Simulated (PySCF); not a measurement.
Species: C₄H₁₀N₂Si₂.
Atom-mapped SMILES: `[SiH3:1][CH2:2][c:3]1[cH:4][n:5][cH:6][n:7]1[SiH3:8]`

The computed photoelectron lines, unassigned: C 1s: 290.23 (area 1), 290.78 (area 1), 291.01 (area 1), 291.33 (area 1) eV; N 1s: 404.00 (area 1), 405.67 (area 1) eV; Si 1s: 1846.45 (area 1), 1847.62 (area 1) eV; Si 2p3/2: 106.71 (area 1), 107.79 (area 1) eV.

Level of theory: delta-SCF UKS SCAN, pcX-2 on the ionised atom, pcseg-1 elsewhere, spin-free X2C (PySCF). One conformer (not necessarily the lowest) at the PBE0-D3(BJ)/def2-SVP geometry, without solvent, vibrations or thermal averaging.

Question: Which carbon gives which C 1s line?

Answer: 290.23 eV: C4 (aromatic CH next to a ring nitrogen); 290.78 eV: C2 (sp3 carbon bound to silicon); 291.01 eV: C3 (substituted aromatic carbon); 291.33 eV: C6 (aromatic CH next to a ring nitrogen). The listed C 1s values span 1.10 eV, from C4 (bonded to N (aromatic in the SMILES), C (aromatic in the SMILES) and H) to C6 (bonded to 2 N (aromatic in the SMILES) and H). The widest gap between neighbouring values is 0.55 eV, between 290.23 and 290.78 eV. Summing the Pauling electronegativity differences to the bonded atoms, each weighted by its formal bond order, gives +0.39 for the lowest site and +1.12 for the highest; no listed site has a larger sum than the highest. The smallest sum, -1.35, belongs to C2, 0.55 eV above the lowest.

Question: Which nitrogen gives which N 1s line?

Answer: 404.00 eV: N5 (pyridine-type nitrogen); 405.67 eV: N7 (pyrrole-type nitrogen). The listed N 1s values span 1.67 eV, from N5 (bonded to 2 C (aromatic in the SMILES)) to N7 (bonded to 2 C (aromatic in the SMILES) and Si).

Question: Order the silicon atoms by Si 1s binding energy.

Answer: 1846.45 eV: Si1 (SiH3 silicon); 1847.62 eV: Si8 (SiH3 silicon). The listed Si 1s values span 1.17 eV, from Si1 (bonded to C and 3 H) to Si8 (bonded to N and 3 H). Summing the Pauling electronegativity differences to the bonded atoms, each weighted by its formal bond order, gives +1.55 for the lowest site and +2.04 for the highest.

Question: Order the silicon atoms by Si 2p3/2 binding energy.

Answer: 106.71 eV: Si1 (SiH3 silicon); 107.79 eV: Si8 (SiH3 silicon). The listed Si 2p3/2 values span 1.08 eV, from Si1 (bonded to C and 3 H) to Si8 (bonded to N and 3 H).

Bonded neighbours of each site: Si1: C and 3 H; C2: C, 2 H and Si; C3: N (aromatic in the SMILES), C (aromatic in the SMILES) and C; C4: N (aromatic in the SMILES), C (aromatic in the SMILES) and H; N5: 2 C (aromatic in the SMILES); C6: 2 N (aromatic in the SMILES) and H; N7: 2 C (aromatic in the SMILES) and Si; Si8: N and 3 H.

Question: Which effective nuclear charge Zeff reproduces each element's mean 1s value in the hydrogen-like formula E = 13.606 eV × Zeff²?

Answer: C (Z = 6): mean 290.8 eV, Zeff = 4.62, Z − Zeff = 1.38; N (Z = 7): mean 404.8 eV, Zeff = 5.45, Z − Zeff = 1.55; Si (Z = 14): mean 1847.0 eV, Zeff = 11.65, Z − Zeff = 2.35. Means run over the listed sites, weighted by atom count.

The 2p values aren't plain energy differences: one relaxed spin-free 2p hole is combined with a matrix within the shell (ground-state 2p orbital-energy differences and spin–orbit coupling). 2p3/2, the mean of its two sublevels, lies a third of the splitting below the shell's mean and 2p1/2 two thirds above it; the statistical areas are 2:1. 2p1/2 minus 2p3/2 (ligand field included): Si 0.62 eV.

Shape of the structure used: `[SiH3:1][CH2:2][c:3]1[cH:4][n:5][cH:6][n:7]1[SiH3:8]`: Si1–C2–C3–C4 86°.
